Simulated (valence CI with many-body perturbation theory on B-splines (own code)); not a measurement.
# Level structure of Mn¹⁹⁺

Calculated by relativistic CI+MBPT: four valence electrons over a frozen Dirac-Fock core [He], radial functions for each j: 11 s, 11 p, 9 d, 7 f, 5 g, 2 h, 1 i, with the one-electron correlation potential Σ1 (screened to all orders), the two-electron term Σ2, the three-electron term Σ3, Breit, model QED; selected single and double excitations, second order for the rest (own B-spline code, finite nucleus).

No measured levels were compared; by estimate levels of excited configurations hold to 0.05 to 0.15 % of their energy, terms of the ground configuration to about 0.5 %.

Levels 91 to 108 of 108, with energies above the lowest level, 2s2 2p2 3P_0. "Leading %" is the weight of the configuration and term that name the level; weights of strongly mixed levels are sums over their largest components and can fall short. In the jj column 3d3/2^4 stands for four electrons in 3d with j = 3/2. Lifetimes count E1, E2, E3, M1 and M2 decay at the calculated energies, and are blank where another channel may lead or the interval is too uncertain; long ones can be off by a factor of two.

```tsv
No.	Configuration	Term	J	E (Ry)	Leading %	Lifetime	Leading jj
91	2s 2p2 3d	5P	1	71.931	91	45.1 fs	2s 2p1/2 2p3/2 3d3/2 (47 %)
92	2s 2p2 3p	3F°	3	71.964	94	3.33 ps	2s 2p1/2 2p3/2 3p3/2 (41 %)
93	2s 2p2 3d	3F	3	71.986	86	130 fs	2s 2p1/2 2p3/2 3d5/2 (45 %)
94	2s 2p2 3p	3D°	1	72.048	71	396 fs	2s 2p1/2 2p3/2 3p1/2 (70 %)
95	2s 2p2 3p	1D°	2	72.071	53	240 fs	2s 2p1/2 2p3/2 3p3/2 (45 %)
96	2s 2p2 3d	3P	0	72.130	92	129 fs	2s 2p3/2^2 3d5/2 (58 %)
97	2s 2p2 3p	3F°	4	72.146	95	112 ps	2s 2p3/2^2 3p3/2 (52 %)
98	2s 2p2 3s	3S	1	72.158	48	441 fs	2s 2p3/2^2 3s (70 %)
99	2s 2p2 3p	1F°	3	72.222	88	180 fs	2s 2p1/2 2p3/2 3p3/2 (52 %)
100	2s 2p2 3p	3D°	2	72.230	89	1.23 ps	2s 2p1/2 2p3/2 3p3/2 (36 %)
101	2s 2p2 3s	3P	2	72.293	91	513 fs	2s 2p3/2^2 3s (73 %)
102	2s 2p2 3p	3D°	3	72.349	91	1.04 ps	2s 2p1/2 2p3/2 3p3/2 (44 %)
103	2s 2p2 3d	3F	4	72.358	88	129 fs	2s 2p3/2^2 3d5/2 (43 %)
104	2s 2p2 3p	1P°	1	72.361	63	203 fs	2s 2p1/2 2p3/2 3p3/2 (61 %)
105	2s 2p2 3s	1P	1	72.437	78	236 fs	2s 2p3/2^2 3s (68 %)
106	2s 2p2 3p	3P°	0	72.462	83	1.80 ps	2s 2p1/2 2p3/2 3p3/2 (72 %)
107	2s 2p2 3s	1S	0	72.504	74	681 fs	2s 2p3/2^2 3s (84 %)
108	2s 2p2 3p	3P°	1	72.540	86	859 fs	2s 2p1/2 2p3/2 3p3/2 (65 %)
```

Names give the largest LS component (configuration and term), which can be under half, so a name can repeat, a term be missing and a line seem to break the LS rules; names also repeat where a configuration has a term twice.
